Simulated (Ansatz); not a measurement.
Cost and result for the atomization energy of C$_{2}$H$_{7}$BFNS, SMILES `CB(S)C(N)F` (13 atoms, 12 bonds).

```xyz
13

C    -1.6001    1.1415   -0.0336
B    -0.1143    0.6759   -0.0549
S     1.1732    1.7929   -0.5748
C     0.2827   -0.7875    0.4399
N     1.4225   -1.3499   -0.1762
F    -0.8516   -1.6354    0.3275
H    -1.7572    2.1833   -0.3147
H    -2.0319    0.9745    0.9593
H    -2.1826    0.5024   -0.7066
H     2.1933    0.9245   -0.4311
H     0.4748   -0.7309    1.5212
H     1.6794   -2.2434    0.2209
H     1.3117   -1.4479   -1.1768
```

Charge 0, multiplicity 1. Geometry: relaxed with PBE0-D4/def2-TZVP. It is one conformer, not always the lowest. Program: Ansatz. All runs use 2 threads of an AMD EPYC 7R13 on a shared host and a share of an NVIDIA H100 80 GB. Times are those of one run each, without the atoms' runs, and a repeat can differ threefold. Electronic energies, without spin–orbit coupling; frozen cores. CCSD(T)/CBS adds CCSD(T) − MP2 in def2-TZVPP to the MP2 limit, and its time is that of the two runs behind it. T1 = 0.013. B3LYP takes the VWN-RPA correlation (the form of Gaussian; ORCA's B3LYP/G).

CCSD(T)/CBS is a level of theory with its own doubt, some kJ/mol a heavy atom from the limit and from the frozen cores, so smaller differences don't rank the functionals.

| level | functions | wall time | atomization (kJ/mol) | difference from CCSD(T)/CBS | per bond |
| --- | --- | --- | --- | --- | --- |
| PBE0-D4/def2-TZVPP | 295 | 7.5 s | 4922.8 | 50.9 | 4.2 |
| r2SCAN-D4/def2-TZVPP (with forces) | 295 | 8 s | 4909.9 | 38.0 | 3.2 |
| PBE-D4/def2-TZVPP (with forces) | 295 | 8.5 s | 5023.3 | 151.4 | 12.6 |
| B3LYP-D4/def2-TZVPP (with forces) | 295 | 8.5 s | 4896.4 | 24.5 | 2.0 |
| ωB97X-V/def2-TZVPP | 295 | 9 s | 4907.2 | 35.3 | 2.9 |
| ωB97M-V/def2-TZVPP (with forces) | 295 | 12 s | 4917.2 | 45.3 | 3.8 |
| B2PLYP/def2-TZVPP | 295 | 13 s | 4835.0 | -36.9 | -3.1 |
| MP2/def2-QZVPP | 565 | 14 s | 4905.5 | 33.6 | 2.8 |
| CCSD(T)/def2-TZVPP | 295 | 19 s | 4743.6 | -128.3 | -10.7 |
| CCSD(T)/CBS(def2) | – | 33 s | 4871.9 | 0.0 | 0.0 |

In def2-TZVPP, CCSD(T) changes the Hartree–Fock value by +1225.8 kJ/mol (the triples alone add +77.3 kJ/mol) and MP2 by +1312.7 kJ/mol; breaking electron pairs costs correlation energy, which Hartree–Fock lacks. From PBE to PBE0 (25 % exact exchange), in def2-TZVPP and without D4, the atomization energy moves by −96.2 kJ/mol: exact exchange takes away binding that semilocal exchange gives to molecules. The D4 term adds +44.3 kJ/mol with B3LYP and +23.4 kJ/mol with PBE0; it sums over pairs of atoms, weighted by their polarisabilities, and B3LYP, whose exchange is more repulsive, gets the larger term.
